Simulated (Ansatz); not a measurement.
Basis-set extrapolation for C2H6B2O2 (`BB1OCC1O`) (PBE0-D4/def2-TZVP geometry, frozen core, Ansatz 0.2.0). Multiplicity 1, RHF reference.

```json
{"": "HF", "def2-TZVPP": "-278.398430", "def2-QZVPP": "-278.411273"}
{"": "MP2 correlation", "def2-TZVPP": "-0.989685", "def2-QZVPP": "-1.061463"}
{"": "CCSD(T) correlation", "def2-TZVPP": "-1.071553", "def2-QZVPP": "not run"}
```

Energies in hartree. Use E(X) = E(∞) + A·exp(−7.88·√X) for Hartree–Fock and E(X) = E(∞) + B·X^(−2.97) for correlation, with X = 3 and 4, and add CCSD(T) minus MP2 of the smaller set to the MP2 limit.

Question: What is the CCSD(T) energy at the basis-set limit?

Answer: HF limit: -278.411273 + (-0.012843) × 0.13774 = -278.41304. MP2 limit: -1.061463 + (-0.071778) × 0.74074 = -1.11463. Higher-order term: -1.071553 − (-0.989685) = -0.08187. Total: -279.60954 hartree, 366.4 kJ/mol below CCSD(T)/def2-TZVPP.
